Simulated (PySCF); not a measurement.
From computed data to an observable: oscillator strength and radiative lifetime

C3H7NSi, SMILES [SiH2]1CN=C1C.

The structure is a stationary point at B3LYP-D3(BJ)/def2-SVP. The structure was generated by enumeration, and PubChem lists no compound with its InChIKey, so it may never have been made.

TDA-CAM-B3LYP/def2-SVPD (PySCF) puts the first singlet state with f over 0.02 at 7.10 eV (vertical), with the transition dipole (-0.393, -0.189, 0.000) in atomic units.

Q: Find the oscillator strength, the wavelength and the radiative lifetime that this transition would have in vacuum if emission retraced absorption.

A: 
|μ|² = 0.1902 au, so |μ| = 1.11 D. ΔE = 7.10/27.211 = 0.2609 hartree. f = (2/3) ΔE |μ|² = 0.033 (the program prints 0.033).
λ = 1239.84/7.10 = 175 nm; ν = 57265 cm⁻¹.
Einstein's coefficient A = 0.6670 ν² f s⁻¹ (ν in cm⁻¹) = 7.2e7 s⁻¹, so τ = 1/A = 14 ns. This state is S5; the lower singlets have f = 0.000, 0.001, 0.016, 0.001. The figure is the radiative limit of this one transition; relaxation, internal conversion, crossing to triplets and a medium change what is measured.
